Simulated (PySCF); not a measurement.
**GaO₂ + Cl₂ → GaCl₂ + O₂**

Level: PBE0 in the def2-TZVP basis family, all electrons, no relativity, computed in PySCF with density fitting; open shells unrestricted.

```tsv
species	state and structure	E (Eh)	ZPE (kJ/mol)	H(298 K) − H(0) (kJ/mol)	S° (J/(mol K))
GaO₂	doublet, D∞h, Ga–O 1.686 Å (×2)	-2074.86037	9.9	12.5	255.3
Cl₂	singlet, D∞h, Cl–Cl 1.982 Å	-920.08940	3.5	9.1	222.5
GaCl₂	doublet, C2v, Ga–Cl 2.160 Å (×2); Cl–Ga–Cl 119.3°	-2844.80901	5.4	13.4	302.2
O₂	triplet, D∞h, O–O 1.193 Å	-150.23561	10.3	8.7	204.9
```

(1) What is the electronic reaction energy?

(2) Add zero-point, thermal and entropy terms for 298.15 K and 1 bar.

Results:

(1) At PBE0/def2-TZVP, ΔE = -249.0 kJ/mol from the differences of the total energies times 2625.5, downhill. Chlorination of this kind underlies dry etching.

(2) ΔZPE = 2.3 and Δ[H(298) − H(0)] = 0.5 kJ/mol give ΔH° = -246.2 kJ/mol. ΔS° = 29.3 J/(mol K), so ΔG° = -246.2 − 298.15 × (0.0293) = -255 kJ/mol.

The structures come from searches over a few start shapes, so lower isomers are not excluded.
